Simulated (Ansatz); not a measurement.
The cluster Cs3F3⁺. Total charge 1; doublet. Geometry PBE0-D4/def2-SVP, basis def2-TZVP, Ansatz.

```xyz
6

Cs    1.4514    2.2508    0.9373
Cs    1.3942   -2.3698   -0.7974
Cs   -2.8544    0.1011   -0.1468
F     2.4014   -0.0886    0.1249
F    -1.1761    1.9930    0.6712
F    -1.2164   -1.8866   -0.7892
```

```csv
run,HOMO (eV),LUMO (eV)
A,-11.22,-10.12
B,-13.25,-9.45
C,-13.01,-9.23
D,-11.16,-10.24
```

In the def2 sets Cs takes a core potential; there is no spin–orbit coupling. LC-ωPBE has ω = 0.4 bohr⁻¹. B3LYP takes the VWN-RPA correlation. Another isomer (doublet) lies 0.86 eV lower at PBE0-D4/def2-TZVP; other spin states weren't run for this one.

HOMO and LUMO are taken over both spins.

Problem. The runs used B3LYP, LC-ωPBE, PBE0, ωB97M-V. Estimate which is which.

Solution. A PBE0 (25 % exact exchange); B LC-ωPBE (range-separated); C ωB97M-V (range-separated); D B3LYP (20 % exact exchange). Exact exchange lowers occupied and raises empty levels; among semilocal functionals meta-GGAs tend to open the gap a little, and such runs are hard to tell apart. The gap grows from 0.92 eV (B3LYP) to 3.80 eV (LC-ωPBE).
